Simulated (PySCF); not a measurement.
Sn(H)2(Me)2 (C2H8Sn), SMILES [CH3][SnH2][CH3].

Geometry: r2SCAN-D4/def2-SVP. The structure was generated by enumeration; whether it is a known compound was not checked. The def2 effective core potentials stand for the cores of Sn; spin–orbit coupling is left out.

Method: PySCF with IEF-PCM-B3LYP/def2-SVP.

The values are the electrostatic part of the solvation free energy, E(continuum) − E(gas) at the gas-phase geometry, in a cavity of scaled van der Waals radii (PySCF's table); cavitation and dispersion terms are not included. A continuum can't describe solvent molecules that bind to the metal. In vacuum the orbital gap is 8.55 eV. The dipole moment in vacuum is 0.77 D.

Computed values in water (ε = 78.36), n-hexane (ε = 1.88), 1-octanol (ε = 9.86):
```json
[
 {"solvent": "water", "ε": "78.36", "ΔG(elec) (kcal/mol)": "-0.9", "dipole (D)": "1.06", "gap (eV)": "8.52"},
 {"solvent": "n-hexane", "ε": "1.88", "ΔG(elec) (kcal/mol)": "-0.3", "dipole (D)": "0.87", "gap (eV)": "8.54"},
 {"solvent": "1-octanol", "ε": "9.86", "ΔG(elec) (kcal/mol)": "-0.8", "dipole (D)": "1.02", "gap (eV)": "8.53"}
]
```
